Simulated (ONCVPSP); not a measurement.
**An all-electron radial function and its pseudo partner (aluminium (Al))**

Columns: radius, all-electron u(r) and pseudo u(r) of the 3p shell (level -2.69 eV) of aluminium in the configuration [Ne] 3s2 3p1; PBEsol, scalar-relativistic, ONCV scheme, ONCVPSP 4.0.1.

| r (bohr) | all-electron | pseudo |
| --- | --- | --- |
| 0.115 | -0.0886 | 0.0030 |
| 0.230 | -0.1821 | 0.0120 |
| 0.345 | -0.2146 | 0.0267 |
| 0.460 | -0.1965 | 0.0469 |
| 0.575 | -0.1469 | 0.0722 |
| 0.690 | -0.0810 | 0.1021 |
| 0.805 | -0.0084 | 0.1359 |
| 0.920 | 0.0650 | 0.1730 |
| 1.035 | 0.1354 | 0.2123 |
| 1.150 | 0.2011 | 0.2530 |
| 1.265 | 0.2610 | 0.2939 |
| 1.380 | 0.3149 | 0.3342 |
| 1.495 | 0.3628 | 0.3728 |
| 1.610 | 0.4048 | 0.4089 |
| 1.725 | 0.4411 | 0.4420 |
| 1.840 | 0.4718 | 0.4713 |
| 1.955 | 0.4971 | 0.4965 |
| 2.070 | 0.5175 | 0.5172 |
| 2.185 | 0.5333 | 0.5332 |
| 2.300 | 0.5449 | 0.5449 |
| 2.415 | 0.5528 | 0.5528 |
| 2.530 | 0.5573 | 0.5573 |
| 2.645 | 0.5588 | 0.5588 |
| 2.760 | 0.5576 | 0.5576 |
| 2.875 | 0.5541 | 0.5541 |
| 2.990 | 0.5486 | 0.5486 |

How many radial nodes do the two functions have?

The all-electron 3p function has n − l − 1 = 1; the pseudo-wave has 0, since the states of the same l below it are removed with the core.

At about which radius was the pseudo-wave matched?

2.30 bohr. The columns agree to 0.0005 from 2.07 bohr on; several derivatives are matched, so the curves merge somewhat inside the radius.

Is the pseudo-wave norm-conserving?

Yes: the ONCV scheme keeps the norm inside the radius equal to the all-electron one, which fixes the energy derivative of the logarithmic derivative at the level.
